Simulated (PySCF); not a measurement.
C5H10OSi.
Geometry (PBE0-D3(BJ)/def2-SVP, Å), atoms numbered from 1 in this order:
```xyz
17
C5H10OSi angstrom
C     -3.3816   -0.5703   -0.6175
C     -2.2821    0.3222   -0.1489
C     -0.9733    0.0218   -0.0435
C     -0.3511   -1.2458   -0.3675
C      0.9646   -1.4947   -0.2420
O      1.8400   -0.5770    0.2236
Si     3.5127   -0.6642    0.1518
H     -3.0304   -1.5709   -0.9041
H     -4.1486   -0.6955    0.1659
H     -3.8992   -0.1339   -1.4888
H     -2.5858    1.3351    0.1403
H     -0.2939    0.7977    0.3217
H     -0.9638   -2.0713   -0.7362
H      1.3814   -2.4773   -0.5005
H      3.9955   -0.4219   -1.2402
H      4.0159    0.3905    1.0684
H      3.9632   -2.0186    0.5952
```

Theory: delta-SCF UKS SCAN, pcX-2 on the ionised atom, pcseg-1 elsewhere, spin-free X2C (PySCF). Each 1s hole has a ground state of its own, since the core basis sits on the ionised atom alone.

```json
{"ionised atom": "C1", "basis functions": "183", "E(ground) (Eh)": "-561.78378", "binding energy (eV)": "290.495"}
{"ionised atom": "C2", "basis functions": "183", "E(ground) (Eh)": "-561.78650", "binding energy (eV)": "289.553"}
{"ionised atom": "C3", "basis functions": "183", "E(ground) (Eh)": "-561.78654", "binding energy (eV)": "289.911"}
{"ionised atom": "C4", "basis functions": "183", "E(ground) (Eh)": "-561.78659", "binding energy (eV)": "289.889"}
{"ionised atom": "C5", "basis functions": "183", "E(ground) (Eh)": "-561.78801", "binding energy (eV)": "291.411"}
{"ionised atom": "O6", "basis functions": "183", "E(ground) (Eh)": "-561.81549", "binding energy (eV)": "538.307"}
{"ionised atom": "Si7", "basis functions": "194", "E(ground) (Eh)": "-561.84314", "binding energy (eV)": "1847.553"}
```

Question: Fill in the total energy of each core-ionised state.

Answer: With binding energy = E(ionised) − E(ground) and 27.2114 eV a hartree:

| atom | binding energy (Eh) | E(ionised) (Eh) |
| --- | --- | --- |
| C1 | 10.6755 | -551.1083 |
| C2 | 10.6409 | -551.1456 |
| C3 | 10.6540 | -551.1325 |
| C4 | 10.6532 | -551.1334 |
| C5 | 10.7092 | -551.0788 |
| O6 | 19.7824 | -542.0331 |
| Si7 | 67.8963 | -493.9468 |

Question: How much do the ground-state energies differ, and what would follow from using one of them for all holes?

Answer: They run from -561.8431 Eh (core basis on Si7) to -561.7838 Eh (on C1), 0.0593 Eh or 1.61 eV apart, for one and the same state in different bases and grids. Pairing the ion of C1 with the ground state of Si7 would put its binding energy 1.61 eV too high.

The listed C 1s values span 1.86 eV, from C2 (bonded to C (double bond), C and H) to C5 (bonded to O, C (double bond) and H). The widest gap between neighbouring values is 0.92 eV, between 290.49 and 291.41 eV. The values 289.89 and 289.91 eV lie too close for their order to be trusted.

Only 1s holes are shown. Geometry: PBE0-D3(BJ)/def2-SVP, one conformer, isolated molecule.
